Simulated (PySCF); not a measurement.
H₈N₂Si₂, SMILES [SiH2]([SiH2]N)N.

The structure is a stationary point at PBE0-D3(BJ)/def2-SVP. Other conformers were not sampled.

Calculation: ωB97X/def2-TZVP (PySCF).

Isolated molecule, no solvent.

Computed frontier levels, gap, dipole moment and polarisability:
```
Item                                                                                                           Result
---------------------------------------------------------------------------------------------  ----------------------
highest occupied level                                                                                       -9.52 eV
lowest empty level                                                                                            1.81 eV
orbital gap                                                                                                  11.33 eV
dipole moment                                                                                               0.416 e·Å
quadrupole, principal values (traceless, Buckingham form, about the centre of nuclear charge)   -6.17, 0.91, 5.26 D·Å
mean static polarisability                                                                      69.8 bohr³ (10.34 Å³)
polarisability, principal values                                                               62.4, 68.8, 78.2 bohr³
```
